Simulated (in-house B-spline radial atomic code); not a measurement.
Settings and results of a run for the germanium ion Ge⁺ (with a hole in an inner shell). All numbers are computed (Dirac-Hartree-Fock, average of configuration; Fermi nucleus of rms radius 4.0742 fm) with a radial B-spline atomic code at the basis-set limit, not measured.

Command:
```bash
python run_scf.py task.json out
```
Settings (nuclear radius in fm, mass in u):
```
Z                32
configuration    1s2 2s2 2p6 3s2 3p6 3d10 4s1 4p2
hamiltonian      dirac
method           hf
spin_polarised   False
nucleus          fermi
rms_radius       4.0742
atomic_mass      73.92118
speed_of_light   137.035999084
```

Output (hartree, bohr):
```
 radial grid: 82 intervals, B-splines of order 8, outer radius 60 bohr

 iter        energy (Eh)    residual
    1      -2096.3039032    4.44e-01
    2      -2096.7345458    8.93e-02
    3      -2096.9284038    1.50e-02
    4      -2096.9302935    6.20e-03
    5      -2096.9303969    6.72e-04
    6      -2096.9304011    3.40e-04
    7      -2096.9304039    7.66e-05
    8      -2096.9304040    2.67e-06
    9      -2096.9304040    3.02e-07

 total energy                    -2096.930404
 kinetic                           2142.36314
 electron-nucleus                 -5052.50370
 electron-electron                  813.21016

 first-order corrections (not in the total)
   Gaunt                            1.04789
   retardation                     -0.09760
   frequency dependence            -0.00383
   self-energy                      0.70118
   Uehling                         -0.06704
   Wichmann-Kroll                   0.00061
   recoil                           0.01151

 orbital      occ     eigenvalue          <r>       <r^2>       <1/r>       <r^4>     <1/r^2>       r_max    small
 1s1/2      2.000     -411.47051     0.046978  0.00297047     32.3872 2.27674e-05     2168.77     0.03074  1.34e-02
 2s1/2      2.000      -53.85506     0.209005   0.0515922     7.17927  0.00463352     221.316      0.1757  2.62e-03
 2p1/2      2.000      -47.73381     0.181192   0.0403165     7.10737  0.00329884     71.4205      0.1393  2.58e-03
 2p3/2      4.000      -46.54924     0.184732   0.0417799     6.91659   0.0035191        65.4      0.1422  2.53e-03
 3s1/2      2.000       -7.80587     0.622497    0.446387     2.28724    0.319757     34.1133      0.5422  5.90e-04
 3p1/2      2.000       -5.72631     0.639386    0.480232     2.15657    0.397305     10.6201      0.5394  5.39e-04
 3p3/2      4.000       -5.55910     0.649239    0.495004     2.11317     0.42208     9.75489      0.5474  5.26e-04
 3d3/2      4.000       -2.01717     0.718562    0.651009     1.79938    0.977588     4.31387      0.5072  4.02e-04
 3d5/2      6.000       -1.99301     0.723519    0.660099     1.78676     1.00551     4.24848      0.5102  3.98e-04
 4s1/2      1.000       -0.94517      2.05248     4.80919    0.628291     37.0064     2.86383       1.734  6.38e-05
 4p1/2      0.667       -0.57165      2.54229     7.45464    0.500078     92.5694    0.690384       2.093  4.13e-05
 4p3/2      1.333       -0.56306      2.57546     7.64611    0.492726     97.1842    0.642864       2.122  4.03e-05
```

Run time, properties included: 1.2 s on 1 thread of Arm Neoverse V2, on a shared host.

For the Dirac Hamiltonian the kinetic term is c α·p + (β - 1)c².
